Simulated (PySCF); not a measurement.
## Frontier levels across methods

Species: phenylsilane, C₆H₈Si.
Structure used (PBE0-D3(BJ)/def2-SVP), in Å, numbered top down from 1:
```
atom  x, y, z in Å
Si1    2.5303   -0.0419    0.2446
C2     0.6597   -0.0283    0.0723
C3    -0.0586   -1.2185   -0.1129
C4    -1.4474   -1.2075   -0.2419
C5    -2.1425   -0.0012   -0.1870
C6    -1.4447    1.1928   -0.0031
C7    -0.0579    1.1775    0.1250
H8     3.1737    0.7572   -0.8441
H9     3.0213   -1.4509    0.1695
H10    2.9508    0.5524    1.5514
H11    0.4734   -2.1732   -0.1575
H12   -1.9887   -2.1459   -0.3855
H13   -3.2306    0.0099   -0.2877
H14   -1.9856    2.1413    0.0403
H15    0.4718    2.1244    0.2683
```

Basis pcSseg-1 throughout (PySCF), one geometry. Geometry: PBE0-D3(BJ)/def2-SVP; no solvent, vibrations or thermal averaging.

How do the orbital energies, the gap and the dipole change with the method?

| method | kind | HOMO (eV) | LUMO (eV) | gap (eV) | μ (D) | SCF cycles |
| --- | --- | --- | --- | --- | --- | --- |
| B97-D | GGA | -6.35 | -1.49 | 4.86 | 0.90 | 15 |
| KT3 | GGA | -6.41 | -1.53 | 4.88 | 0.87 | 15 |
| KT2 | GGA | -6.43 | -1.58 | 4.85 | 0.86 | 15 |
| LDA | LDA | -6.62 | -1.82 | 4.80 | 0.86 | 14 |
| B3LYP | global hybrid | -7.19 | -0.89 | 6.30 | 0.89 | 14 |
| PBE0 | global hybrid | -7.43 | -0.74 | 6.69 | 0.90 | 12 |
| mPW1PW91 | global hybrid | -7.44 | -0.75 | 6.70 | 0.89 | 12 |
| BHandHLYP | global hybrid | -8.19 | 0.31 | 8.50 | 0.89 | 12 |
| CAM-B3LYP | range-separated hybrid | -8.60 | 0.38 | 8.98 | 0.86 | 12 |

The HOMO spans 2.25 eV, from B97-D down to CAM-B3LYP, and the gap runs from 4.80 eV (LDA) to 8.98 eV (CAM-B3LYP). Over the methods B97-D (0 %), KT3 (0 %), KT2 (0 %), LDA (0 %), B3LYP (20 %), PBE0 (25 %), mPW1PW91 (25 %), BHandHLYP (50 %), a straight line through the gap against the share of exact exchange rises by 0.73 eV for each 10 % (correlation coefficient 1.000). The dipole ranges from 0.86 D (CAM-B3LYP) to 0.90 D (B97-D). This basis has no diffuse functions.

The vertical ΔSCF ionisation energy at CAM-B3LYP/def2-SVPD is 9.25 eV; −ε(HOMO) comes closest to it with CAM-B3LYP (8.60 eV).
